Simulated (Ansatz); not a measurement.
This geometry of CH₆ClNOSi (11 atoms, charge 0, multiplicity 1) is a first-order saddle point.

These are results of RKS B3LYP-D4/def2-SVP (Ansatz), not measurements.

```xyz
11
Properties=species:S:1:pos:R:3
Si -0.460 -0.553 0.865
O -0.622 -0.466 -0.775
C -0.316 0.629 -1.612
N 1.197 -0.730 1.262
H 1.908 -0.600 0.550
H -1.305 -1.667 1.337
Cl -1.251 1.186 1.733
H 0.775 0.782 -1.705
H -0.764 1.565 -1.235
H -0.720 0.426 -2.616
H 1.559 -0.571 2.196
```

(1) Which two structures does it join? (They come from a converged band through this point; their orientation in space is the band's.)

(2) How far does it lie above each of them?

Answers

(1) No bond is made or broken.

Image 0:

```xyz
11
Properties=species:S:1:pos:R:3
Si -0.157 -0.414 0.757
O 0.253 -0.049 -0.799
C -0.482 0.684 -1.755
N 1.274 -0.896 1.544
H 2.117 -0.331 1.495
H -1.164 -1.492 0.899
Cl -1.059 1.312 1.548
H 0.200 0.981 -2.566
H -0.929 1.594 -1.318
H -1.293 0.072 -2.192
H 1.239 -1.460 2.386
```

Image 6:

```xyz
11
Properties=species:S:1:pos:R:3
Si -0.473 -0.535 0.854
O -0.822 -0.388 -0.753
C -0.339 0.635 -1.601
N 1.221 -0.523 1.126
H 1.827 -1.259 0.779
H -1.216 -1.741 1.274
Cl -1.187 1.101 1.933
H 0.738 0.823 -1.440
H -0.885 1.579 -1.432
H -0.494 0.326 -2.646
H 1.629 -0.018 1.905
```

(2) 0.057 eV above the first and 0.056 eV above the second. This is the barrier of this one path; another mechanism may lie lower.

Run time: 5.5 min on 2 threads of Arm Neoverse V2, on a shared host, peak memory 0.24 GiB.
